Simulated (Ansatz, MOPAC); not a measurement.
The molecule NaP+, multiplicity 4 (lowest of 2S+1 = 2, 4 at CCSD(T)/def2-TZVPP on PBE0 minima; our sources give no spin for the ground state, which may be another).

Constants: fifth-degree fit in 1/R to seven points, most abundant isotopes. In def2 and cc sets the state is the lowest found near the PBE0 minimum, followed along R.

Run with Ansatz (Gaussian orbitals); MOPAC for PM6 (differences of heats of formation). Each number belongs to the level named beside it.

```csv
level,r_e (Å),ω_e (cm⁻¹),ω_e x_e (cm⁻¹),α_e (cm⁻¹)
PM6,3.047,189,1.0,0.00077
SVWN5/def2-TZVPP,2.977,137,1.8,0.0024
PBE/def2-TZVPP,3.059,127,1.9,0.0024
r2SCAN/def2-TZVPP,3.070,124,1.9,0.0026
B97M-V/def2-TZVPP,3.058,126,2.0,0.0026
B3LYP/def2-TZVPP,3.064,126,1.8,0.0025
PBE0/def2-TZVPP,3.053,127,2.0,0.0026
BHLYP/def2-TZVPP,3.037,129,2.0,0.0026
CAM-B3LYP/def2-TZVPP,3.025,131,1.9,0.0025
wB97X-V/def2-TZVPP,3.060,126,2.0,0.0026
wB97M-V/def2-TZVPP,3.088,122,1.8,0.0024
B2PLYP/def2-TZVPP,3.059,127,1.9,0.0025
CCSD/def2-TZVPP,3.097,121,1.8,0.0024
CCSD/def2-QZVPP,3.065,124,1.4,0.0023
CCSD(T)/def2-TZVPP,3.092,122,1.8,0.0024
CCSD(T)/def2-QZVPP,3.060,125,1.4,0.0023
```

Correlated levels freeze the inner cores; with def2 sets outer-core shells near the valence are correlated too. The state that PM6 reach isn't checked.

Ansatz is a quantum-chemistry and plane-wave program.
